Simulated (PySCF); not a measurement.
## Structure elucidation problem

An unknown has the formula C4H6F4Si. Its calculated NMR data are:

1H NMR (300 MHz, computed): δ 7.15 (m, 1H), 5.20 (m, 2H), 2.15 (d, 3H).

13C{1H} NMR (computed): δ 155.3 (CH), 129.3 (C), 86.0 (CH2), 24.9 (CH3).

All values are calculated (PySCF): coordinates at the GFN2-xTB level, shielding tensors at PBE0/pcSseg-1 (GIAO). In vacuum, non-relativistic Hamiltonian, one averaged value for each set of equivalent atoms, one computed conformer.

Referencing at the same level of theory: 1H (σref 31.72) and 13C (σref 186.93) vs TMS.

What is the structure?

Results:


- Rings plus π bonds: 1 (no ring in the answer).
- 4 carbon signals for 4 carbons: no two carbons are equivalent.
- Carbon types of the structure: 1 × C, 1 × CH, 1 × CH2, 1 × CH3, which accounts for all hydrogens.
- δC 155.3: alkene CH; as expected for a trigonal carbon in a double bond.
- δC 129.3: fully substituted alkene carbon; the olefinic region.
- δC 86.0: allylic sp3 CH2 bonded to F; the inductive effect lowers its shielding.
- δC 24.9: allylic methyl carbon; saturated and bonded to C and H only.
- δH 7.15: hydrogen on an alkene CH; attached to an sp2 carbon and in the plane of the double bond.
- δH 5.20: hydrogen on an allylic sp3 CH2 bonded to F; its carbon carries F, which withdraws density.
- δH 2.15: hydrogen on an allylic methyl carbon; allylic position.

The compound is SMILES C/C=C(/CF)[Si](F)(F)F.

The shifts were computed for this structure.

Splittings by 19F in the carbon and heteronuclear signals aren't shown, as no couplings were computed. Shifts are as computed. Against solution values, carbons near 30 ppm lie about +3 ppm off and those near 130 ppm about +5 ppm. Of 1211 compounds with measured shifts, 218 miss one by over three times the rms of a fit or turn the order of signals round; such compounds aren't used in these exercises. No couplings were computed; multiplicities are counted from neighbouring protons, with m where these are inequivalent, close in shift, in a saturated or five-membered ring or joined by F or P, and br s for small geminal =CH2 splittings.
